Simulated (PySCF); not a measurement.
C₄H₅Cl, SMILES ClC1CCC=1. Geometry: PBE0-D3(BJ)/def2-SVP.

All values below come from PBE0-D3(BJ)/def2-SVP (PySCF).

Harmonic wavenumbers (cm⁻¹): 216, 311, 412, 510, 773, 880, 894, 935, 951, 1035, 1085, 1157, 1166, 1191, 1219, 1300, 1436, 1465, 1694, 3069, 3082, 3129, 3147, 3252. Rotational constants (GHz): 12.42, 2.569, 2.188; symmetry number 1.

### Question
Work out the zero-point energy and the ideal-gas rigid-rotor harmonic-oscillator thermochemistry at 298.15 K and 1 atm.

### Answer
ZPE = ½ Σ hcν = ½ × 34308 cm⁻¹ = 49.05 kcal/mol. H − E(el) = 52.61 kcal/mol. Entropy in cal/(mol K): translation 39.35, rotation 25.93, vibration 6.05, total 71.34. G − E(el) = 31.34 kcal/mol. Cp = 18.58 cal/(mol K).
